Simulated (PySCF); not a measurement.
W(O)(NH)(NH2)(Me) (CH₆N₂OW), SMILES [NH]=[W]([NH2])([CH3])=[O], multiplicity 1. Atoms are numbered in the order given.

```xyz
11

W      0.0533     0.0106    -0.0490
O      1.7513     0.0893     0.2320
N     -0.4272    -0.9474    -1.4594
H     -0.1039    -1.5276    -2.2320
N     -0.8285     1.7580    -0.1070
H     -0.4300     2.5933     0.3208
H     -1.5738     2.0152    -0.7512
C     -0.7380    -1.0746     1.6112
H     -0.2797    -2.0748     1.6709
H     -1.8283    -1.1961     1.5099
H     -0.5181    -0.5338     2.5473
```
Charge 0, spin multiplicity 1.

Geometry optimised at B3LYP-D3(BJ)/def2-SVP. The spin state was assumed, not searched. The structure was generated by enumeration; whether it is a known compound was not checked. The def2 effective core potentials stand for the cores of W; spin–orbit coupling is left out. One conformer was computed; it need not be the lowest.

Calculation: PySCF with HF/def2-TZVP.

ESP charges are fitted to the potential on shells at 1.4 to 2.0 van der Waals radii. Atomic charges (e):

```
atom  Mulliken  ESP fit
----  --------  -------
W1        1.75     1.68
O2       -0.66    -0.67
N3       -0.79    -0.96
H4        0.27     0.42
N5       -0.87    -1.13
H6        0.28     0.43
H7        0.28     0.42
C8       -0.70    -0.64
H9        0.15     0.14
H10       0.15     0.15
H11       0.14     0.15
```
